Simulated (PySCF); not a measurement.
BF2Cl, SMILES FB(F)Cl. Atoms are numbered in the order given.

```xyz
4

B      0.0000     0.0000    -0.4412
F      0.0000    -1.1416    -1.1133
F      0.0000     1.1416    -1.1133
Cl     0.0000     0.0000     1.3085
```
Charge 0, spin multiplicity 1.

Coordinates come from a PBE-D3(BJ)/def2-TZVP optimisation.

The numbers are results of TDDFT-LC-ωPBE/def2-SVPD run with PySCF, not measurements.

Vertical excitations.  State labels are in the subgroup C2v.

```
state  symmetry  energy (eV)  λ (nm)      f                                                                   main pairs
-----  --------  -----------  ------  -----  ---------------------------------------------------------------------------
S1           A2         8.11     153  0.000                                                             HOMO→LUMO+1 99 %
S2           A1         9.08     137  0.124                                                           HOMO−1→LUMO+1 94 %
S3           B2         9.38     132  0.050                                                               HOMO→LUMO 80 %
S4           B1         9.67     128  0.063                                                             HOMO−1→LUMO 78 %
S5           B1        10.00     124  0.008                                                           HOMO−2→LUMO+1 96 %
T1           A2         7.92     157      0                                                             HOMO→LUMO+1 99 %
T2           A1         7.93     156      0                                                           HOMO−1→LUMO+1 98 %
T3           B2         8.93     139      0         HOMO→LUMO 63 %, HOMO→LUMO+7 11 %, HOMO→LUMO+8 10 %, HOMO→LUMO+2 10 %
T4           B1         9.14     136      0  HOMO−1→LUMO 47 %, HOMO−2→LUMO+1 22 %, HOMO−1→LUMO+7 11 %, HOMO−1→LUMO+8 9 %
```
Triplets are in the Tamm–Dancoff approximation, which puts them higher than full response would, so one can lie above its singlet here.
